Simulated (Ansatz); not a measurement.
Consider the formal loss of a carbene: `CS[Si]N` → `[CH2]` (triplet) + `N[Si]S`.

Computed with Ansatz on PBE0-D4/def2-TZVP structures; ΔE is electronic, products minus reactants. CBS: MP2 limit from def2 TZ/QZ plus the TZ coupled-cluster correction, frozen cores. This one scheme is used for every species. Functionals use def2-TZVPP. B3LYP here is the variant with VWN-RPA as its local correlation; programs differ in this. HSE06 is defined as in plane-wave codes. Triplets are unrestricted, without spin–orbit coupling. One conformer a species, not always the lowest.

`CS[Si]N`:

Z-matrix (Å, degrees):
```
C
S 1 1.813
H 1 1.089 2 109.2
H 1 1.092 2 110.5 3 -120.2
H 1 1.089 2 109.3 3 119.6
Si 2 2.141 1 100.1 3 120.8
N 6 1.710 2 98.2 1 179.9
H 7 1.009 6 127.5 2 -0.0
H 7 1.007 6 120.2 2 180.0
```

`[CH2]` (triplet):

Z-matrix (Å, degrees):
```
C
H 1 1.079
H 1 1.079 2 134.9
```

`N[Si]S`:

Z-matrix (Å, degrees):
```
N
Si 1 1.708
H 1 1.008 2 120.0
H 1 1.009 2 127.9 3 180.0
S 2 2.160 1 97.2 3 180.0
H 5 1.342 2 93.7 1 180.0
```

```json
{"level": "LDA (SPW92)", "ΔE (kJ/mol)": "494.2", "difference from CCSD(T)/CBS": "72.2"}
{"level": "PBE-D4", "ΔE (kJ/mol)": "431.6", "difference from CCSD(T)/CBS": "9.6"}
{"level": "revPBE-D4", "ΔE (kJ/mol)": "419.6", "difference from CCSD(T)/CBS": "-2.4"}
{"level": "BLYP-D4", "ΔE (kJ/mol)": "417.4", "difference from CCSD(T)/CBS": "-4.6"}
{"level": "r2SCAN-D4", "ΔE (kJ/mol)": "400.5", "difference from CCSD(T)/CBS": "-21.5"}
{"level": "B97M-V", "ΔE (kJ/mol)": "421.3", "difference from CCSD(T)/CBS": "-0.7"}
{"level": "PBE0-D4", "ΔE (kJ/mol)": "421.1", "difference from CCSD(T)/CBS": "-0.9"}
{"level": "B3LYP-D4", "ΔE (kJ/mol)": "415.8", "difference from CCSD(T)/CBS": "-6.2"}
{"level": "r2SCANh-D4", "ΔE (kJ/mol)": "398.4", "difference from CCSD(T)/CBS": "-23.6"}
{"level": "r2SCAN0-D4", "ΔE (kJ/mol)": "395.6", "difference from CCSD(T)/CBS": "-26.4"}
{"level": "HSE06-D4", "ΔE (kJ/mol)": "421.6", "difference from CCSD(T)/CBS": "-0.4"}
{"level": "BHLYP-D4", "ΔE (kJ/mol)": "402.5", "difference from CCSD(T)/CBS": "-19.5"}
{"level": "CAM-B3LYP-D4", "ΔE (kJ/mol)": "417.3", "difference from CCSD(T)/CBS": "-4.7"}
{"level": "ωB97X-V", "ΔE (kJ/mol)": "431.9", "difference from CCSD(T)/CBS": "9.9"}
{"level": "ωB97M-V", "ΔE (kJ/mol)": "423.4", "difference from CCSD(T)/CBS": "1.4"}
{"level": "B2PLYP", "ΔE (kJ/mol)": "412.4", "difference from CCSD(T)/CBS": "-9.6"}
{"level": "PBE", "ΔE (kJ/mol)": "425.0", "difference from CCSD(T)/CBS": "3.0"}
{"level": "revPBE", "ΔE (kJ/mol)": "400.4", "difference from CCSD(T)/CBS": "-21.6"}
{"level": "BLYP", "ΔE (kJ/mol)": "403.0", "difference from CCSD(T)/CBS": "-19.0"}
{"level": "r2SCAN", "ΔE (kJ/mol)": "398.8", "difference from CCSD(T)/CBS": "-23.2"}
{"level": "PBE0", "ΔE (kJ/mol)": "415.5", "difference from CCSD(T)/CBS": "-6.5"}
{"level": "r2SCANh", "ΔE (kJ/mol)": "396.6", "difference from CCSD(T)/CBS": "-25.4"}
{"level": "r2SCAN0", "ΔE (kJ/mol)": "393.6", "difference from CCSD(T)/CBS": "-28.4"}
{"level": "HSE06", "ΔE (kJ/mol)": "416.3", "difference from CCSD(T)/CBS": "-5.7"}
{"level": "BHLYP", "ΔE (kJ/mol)": "394.2", "difference from CCSD(T)/CBS": "-27.8"}
{"level": "LC-ωPBE", "ΔE (kJ/mol)": "409.6", "difference from CCSD(T)/CBS": "-12.4"}
{"level": "HF/def2-SVP", "ΔE (kJ/mol)": "270.2", "difference from CCSD(T)/CBS": "-151.8"}
{"level": "MP2/def2-SVP", "ΔE (kJ/mol)": "405.1", "difference from CCSD(T)/CBS": "-16.9"}
{"level": "CCSD/def2-SVP", "ΔE (kJ/mol)": "384.8", "difference from CCSD(T)/CBS": "-37.2"}
{"level": "CCSD(T)/def2-SVP", "ΔE (kJ/mol)": "394.2", "difference from CCSD(T)/CBS": "-27.8"}
{"level": "HF/def2-TZVPP", "ΔE (kJ/mol)": "270.9", "difference from CCSD(T)/CBS": "-151.1"}
{"level": "MP2/def2-TZVPP", "ΔE (kJ/mol)": "423.6", "difference from CCSD(T)/CBS": "1.6"}
{"level": "SCS-MP2/def2-TZVPP", "ΔE (kJ/mol)": "423.3", "difference from CCSD(T)/CBS": "1.3"}
{"level": "CCSD/def2-TZVPP", "ΔE (kJ/mol)": "395.6", "difference from CCSD(T)/CBS": "-26.4"}
{"level": "CCSD(T)/def2-TZVPP", "ΔE (kJ/mol)": "408.4", "difference from CCSD(T)/CBS": "-13.6"}
{"level": "HF/def2-QZVPP", "ΔE (kJ/mol)": "271.1", "difference from CCSD(T)/CBS": "-150.9"}
{"level": "MP2/def2-QZVPP", "ΔE (kJ/mol)": "431.4", "difference from CCSD(T)/CBS": "9.4"}
{"level": "SCS-MP2/def2-QZVPP", "ΔE (kJ/mol)": "432.5", "difference from CCSD(T)/CBS": "10.5"}
{"level": "HF/CBS(def2)", "ΔE (kJ/mol)": "271.2", "difference from CCSD(T)/CBS": "-150.8"}
{"level": "CCSD/CBS(def2)", "ΔE (kJ/mol)": "409.1", "difference from CCSD(T)/CBS": "-12.9"}
{"level": "CCSD(T)/CBS", "ΔE (kJ/mol)": "422.0", "difference from CCSD(T)/CBS": "0"}
```

Largest T1 diagnostic among the species: 0.014.

From BLYP to BHLYP (50 % exact exchange), in def2-TZVPP and without D4, ΔE moves by −8.8 kJ/mol. Leaving LDA and LC-ωPBE aside and taking each functional with its dispersion term where it has one, the values spread over 36.3 kJ/mol, from r2SCAN0-D4 to ωB97X-V. LDA lies +69.2 kJ/mol from PBE without D4.
